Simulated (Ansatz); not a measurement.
`CO[Si](F)(F)F` + H₂S → `CO[Si](F)(F)S` + H–F at 600 K and 1 bar (ligand exchange at the Si–F bond).

Isolated molecules relaxed with PBE0-D4/def2-TZVP in Ansatz; ΔE leaves out vibrations. CCSD(T)/CBS is the MP2 limit (def2-TZVPP, def2-QZVPP) plus CCSD(T) − MP2 in def2-TZVPP, frozen cores. This one scheme is used for every species. Each species was taken in one conformer, which may not be the lowest.

```tsv
species	CCSD(T)/CBS energy (Eh)	H − E (kJ/mol)	S (J/(mol·K))
`CO[Si](F)(F)F`	-703.74509	197.1	445.8
H₂S	-398.97279	60.8	230.9
`CO[Si](F)(F)S`	-1002.28710	222.6	481.4
H–F	-100.39570	42.3	194.0
```

H − E and S are ideal-gas, rigid-rotor, harmonic terms from PBE0-D4/def2-TZVP, for one conformer and one mirror image of each species. 1 Eh = 2625.50 kJ/mol, R = 8.31446 J/(mol·K).

**Question.** By hand: ΔE, ΔH, ΔS and ΔG.

**Answer.** ΔE = (-1002.28710) + (-100.39570) − (-703.74509) − (-398.97279) = 0.03508 Eh = 92.1 kJ/mol. Δ(H − E) = 222.6 + 42.3 − 197.1 − 60.8 = 7.0, so ΔH = 99.1 kJ/mol. ΔS = 481.4 + 194.0 − 445.8 − 230.9 = -1.3 J/(mol·K). ΔG = 99.1 − 600 × (-1.3)/1000 = 99.9 kJ/mol.

**Question.** By hand: the equilibrium constant, and the temperature at which ΔG would vanish if ΔH and ΔS stayed fixed.

**Answer.** log₁₀ K = −ΔG/(RT ln 10) = -8.7. ΔH and −TΔS have one sign here, so there is no such temperature.

The number of gas molecules stays the same, so ΔS is small and ΔH decides. A doubt of 5 kJ/mol in ΔE shifts log₁₀ K by 0.4 here. Other conformers and mirror images would add mixing entropy, several J/(mol·K) or more a flexible species. Modes under 60 cm⁻¹, often nearly free rotors, make the harmonic entropy too high. These are equilibria of isolated gas molecules and say nothing of rates. Largest T1 diagnostic: 0.012 (customary marks: 0.02 for closed shells, 0.045 for open ones).

ΔS is within the doubt of such terms, so its sign, and with it that verdict, could turn.
